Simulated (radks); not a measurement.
Results of a calculation; reference values are marked as such.
Q: Valence configurations of Ne II (all share [He]). Code: a radial shooting solver on a logarithmic mesh with Libxc functionals. Model: non-relativistic Kohn-Sham, SCAN, spin-polarised, spherical densities, point nucleus; open shells are filled with parallel spins first; meta-GGA in the generalised Kohn-Sham scheme. Order these by energy: 2s2 2p5; 2s1.5 2p5.5; 2s1 2p6.

A: From the lowest, in eV above it: 2s2 2p5 0.000; 2s1.5 2p5.5 12.398; 2s1 2p6 24.647. NIST lists [He] 2s2 2p5 as the ground configuration; this level of theory agrees among the configurations tried. The energies are those of spherical high-spin densities, not of single terms.
